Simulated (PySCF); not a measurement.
Correlation energy of Ba³⁺ (barium, charge +3)

[Kr] 4d10 5s2 5p5, 2P determinant. Calculation: PySCF 2.14, in def2-TZVP with the def2 core potential (46 electrons) (6s4p3d1f, 40 functions); a scalar-relativistic core potential. Frozen: 5s2; 5 electrons correlated.

Total MP2 correlation energy: -66.19 mhartree.

Same-spin part -18.01 and opposite-spin part -48.18 mhartree; SCS-MP2 scales them by 1/3 and 6/5 to -63.81 mhartree.

```
  level  correlation energy (mhartree)
   CCSD                         -75.65
    (T)                          -1.57
CCSD(T)                         -77.22
```

Diagnostics: T1 = 0.0029, D1 = 0.0053, largest double amplitude 0.031.

Spin-orbit coupling, absent here, splits the open shell strongly.

Cost of the coupled-cluster step: 1.1 s of wall time on 1 thread of Neoverse-N1 (shared host), for 5 correlated electrons.
